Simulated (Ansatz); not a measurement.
CH₅SSb (`S[CH2][SbH2]`). Charge 0, multiplicity 1. Sb takes the def2 core potential.

```csv
atom,x (Å),y (Å),z (Å)
S1,-1.8626,-0.1830,-0.4625
C2,-0.2054,0.4459,-0.1499
Sb3,0.7221,-0.8094,1.3713
H4,-2.2316,0.7058,-1.4014
H5,-0.2370,1.4581,0.2536
H6,0.4109,0.4194,-1.0461
H7,2.2305,-0.0216,1.1876
H8,1.1732,-2.0152,0.2473
```

(1) What are the harmonic wavenumbers in cm⁻¹ at PBE0-D4/def2-TZVP (Ansatz, finite differences of forces, unscaled)? (Best estimate.)

(2) Is this a minimum?

(3) Give the ideal-gas thermochemistry at 298.15 K and 1 bar (rigid rotor, harmonic oscillator; point group C1, symmetry number 1).

(4) And at 400, 500, 600, 800 and 1000 K?

## Answers

(1) Computed: 65, 147, 186, 483, 571, 599, 783, 792, 833, 920, 1073, 1135, 1436, 1954, 1967, 2685, 3088, 3162.

(2) Yes, all 18 modes are real.

(3) Zero-point energy 130.9 kJ/mol; H(298) − E = 148.5 kJ/mol; entropy 332.3 J/(mol·K), of which translation 173.0, rotation 109.9, vibration 49.5; G(298) − E = 49.5 kJ/mol. Modes under 100 cm⁻¹ are hindered rotations or soft bends, so the harmonic entropy is rough.

(4) 
```json
{"T (K)": "400", "H − E (kJ/mol)": "157.9", "S (J/mol/K)": "359.3", "G − E (kJ/mol)": "14.2"}
{"T (K)": "500", "H − E (kJ/mol)": "168.5", "S (J/mol/K)": "382.9", "G − E (kJ/mol)": "-22.9"}
{"T (K)": "600", "H − E (kJ/mol)": "180.2", "S (J/mol/K)": "404.1", "G − E (kJ/mol)": "-62.3"}
{"T (K)": "800", "H − E (kJ/mol)": "205.9", "S (J/mol/K)": "441.0", "G − E (kJ/mol)": "-146.9"}
{"T (K)": "1000", "H − E (kJ/mol)": "234.2", "S (J/mol/K)": "472.5", "G − E (kJ/mol)": "-238.3"}
```
